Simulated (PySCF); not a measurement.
PySCF input file for Si(Me)(Cl)3 (CH3Cl3Si), SMILES C[Si](Cl)(Cl)Cl, C-PCM-ωB97X/def2-SVP. The structure is a stationary point at B3LYP-D3(BJ)/def2-SVP. The isomer is the one that the SMILES or the coordinates give; other isomers of the formula were not compared.

```python
import numpy as np
from pyscf import gto, scf, dft
from pyscf.solvent import pcm

mol = gto.M(
    atom='''
    C    -0.00000000    0.00000000    2.10955629
    Si    0.00000000   -0.00000001    0.25615158
    Cl    1.67468220   -0.96687822   -0.46476613
    Cl   -1.67468220   -0.96687821   -0.46476614
    Cl    0.00000000    1.93375644   -0.46476613
    H     0.89560911    0.51708016    2.48653768
    H    -0.89560911    0.51708015    2.48653768
    H    -0.00000000   -1.03416032    2.48653768
    ''',
    basis='def2-SVP',
    charge=0,
    spin=0,
    max_memory=1600,
    verbose=3,
)
mf = dft.RKS(mol, xc='wb97x').density_fit(auxbasis='def2-universal-jkfit')
mf.grids.level = 3
mf.conv_tol = 1e-9
mf.max_cycle = 100
mf.kernel()
res = {}
for name, eps in {'water': 78.355, 'chloroform': 4.7113, 'benzene': 2.2706}.items():
    s = mf.PCM()
    s.with_solvent.method, s.with_solvent.eps, s.with_solvent.lebedev_order = 'C-PCM', eps, 29
    s.kernel(mf.make_rdm1())
    res[name] = (s.e_tot, eps, s.dip_moment(), s.mo_energy, s.converged)
    print(f'{name}: electrostatic solvation free energy {(s.e_tot - mf.e_tot) * 627.509474:.3f} kcal/mol')
```

It prints:

```
converged SCF energy = -1709.60859016294

WARN: PCM is an experimental feature. It is still in testing.
Features and APIs may be changed in the future.

converged SCF energy = -1709.61243471139
Dipole moment(X, Y, Z, Debye): -0.00000, -0.00023,  2.71322
water: electrostatic solvation free energy -2.412 kcal/mol

WARN: PCM is an experimental feature. It is still in testing.
Features and APIs may be changed in the future.

converged SCF energy = -1709.61157227383
Dipole moment(X, Y, Z, Debye): -0.00000, -0.00021,  2.57947
chloroform: electrostatic solvation free energy -1.871 kcal/mol

WARN: PCM is an experimental feature. It is still in testing.
Features and APIs may be changed in the future.

converged SCF energy = -1709.61064482135
Dipole moment(X, Y, Z, Debye): -0.00000, -0.00018,  2.44056
benzene: electrostatic solvation free energy -1.289 kcal/mol
```

The calculation finished and met its thresholds.

Cost: roughly 110 core-seconds.
